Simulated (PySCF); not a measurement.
## Excitation energy of Ge by level of theory

Ge [Ar] 3d10 4s2 4p2 (3P) → Ge [Ar] 3d10 4s2 4p1 5s1 (3P), as a difference of total energies. Calculation: PySCF 2.14, in aug-cc-pwCVTZ-PP with ECP10MDF (8s7p6d4f1g, 96 functions); a scalar-relativistic core potential. Correlated levels: valence: 3s2 3p6 3d10 frozen; valence and next inner shell: nothing frozen outside the core potential. The calculations carry no spin-orbit coupling.

```
                                method  excitation energy (cm⁻¹)
                                   UHF                     36117
                                   LDA                     36696
                                   PBE                     36185
                                  PBE0                     37034
                                r2SCAN                     38819
                                  PW91                     36494
                               wB97M-V                     36992
                                 TPSSh                     37580
                                PBEsol                     36558
                         MP2 (valence)                     37418
                     SCS-MP2 (valence)                     37196
    MP2 (valence and next inner shell)                     37695
SCS-MP2 (valence and next inner shell)                     37290
```

Errors of the correlated levels include the incompleteness of this basis and the frozen core.

For comparison: 37492 cm⁻¹ (measured; NIST levels, between the centres of gravity of the two terms).
